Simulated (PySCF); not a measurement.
# Nuclear quadrupole coupling in `[H]/N=C/[C@H]1C[Si@](C)(C#C)C1`

C7H11NSi.
Structure used (GFN2-xTB), in Å, numbered top down from 1:
```
atom  x, y, z in Å
C1    -2.9449    2.4245    0.0274
C2    -2.2095    1.4796   -0.0822
Si3   -1.0868    0.0162   -0.2618
C4    -2.0932   -1.5175   -0.7479
C5     0.2378   -0.1383    1.1130
C6     1.3289    0.4142    0.1625
C7     2.5389   -0.4443    0.1162
N8     3.6759    0.0208    0.3705
C9     0.5486    0.4136   -1.1759
H10   -3.5864    3.2530    0.1252
H11   -2.8137   -1.7597    0.0267
H12   -1.4600   -2.3861   -0.8992
H13   -2.6445   -1.3388   -1.6653
H14    0.1184    0.4546    2.0154
H15    0.4529   -1.1605    1.4230
H16    1.6237    1.4242    0.4460
H17    2.3385   -1.4936   -0.1580
H18    4.4486   -0.6396    0.3107
H19    0.8986   -0.3680   -1.8491
H20    0.6233    1.3565   -1.7099
```

Field gradients from the PBE0/pcSseg-1 density (PySCF, non-relativistic), principal values in atomic units, ordered |Vxx| ≤ |Vyy| ≤ |Vzz|:

```tsv
atom	Vxx	Vyy	Vzz
N8	0.3164	0.6985	-1.0149
```

Task: Find the asymmetry η = (Vxx − Vyy)/Vzz and the couplings χ = eQV/h (234.96 MHz × Q in barn × V in au), with Q(14N) = 0.02044 b.

Result: 
```csv
atom,environment,nucleus,η,χzz (MHz),χxx (MHz),χyy (MHz)
N8,imine nitrogen,14N,0.38,-4.874,1.520,3.354
```

The tensor is traceless: Vxx + Vyy + Vzz = 0.

Task: What is Vzz at N8 in SI units (1 au = 9.71736 × 10²¹ V/m²)?

Result: -1.0149 au = -9.862 × 10²¹ V/m².

Task: What couplings would deuterons (Q(2H) = 0.00286 b) have in place of the hydrogens, at this geometry?

Result: 
```tsv
atom	bonded to	bond length (Å)	Vzz (au)	η	χzz (kHz)
H10	C1	1.052	0.3873	0.00	260
H11	C4	1.085	0.3259	0.01	219
H12	C4	1.085	0.3258	0.01	219
H13	C4	1.085	0.3258	0.01	219
H14	C5	1.086	0.3240	0.04	218
H15	C5	1.090	0.3180	0.05	214
H16	C6	1.090	0.3030	0.01	204
H17	C7	1.103	0.2822	0.05	190
H18	N8	1.018	0.3897	0.03	262
H19	C9	1.089	0.3185	0.05	214
H20	C9	1.086	0.3242	0.04	218
```

Geometry: GFN2-xTB, one conformer, isolated molecule. GFN2-xTB bond lengths can be off by several hundredths of an ångström, more for odd bonds, and the gradients follow them. With so small a basis the couplings can be 20 % off.
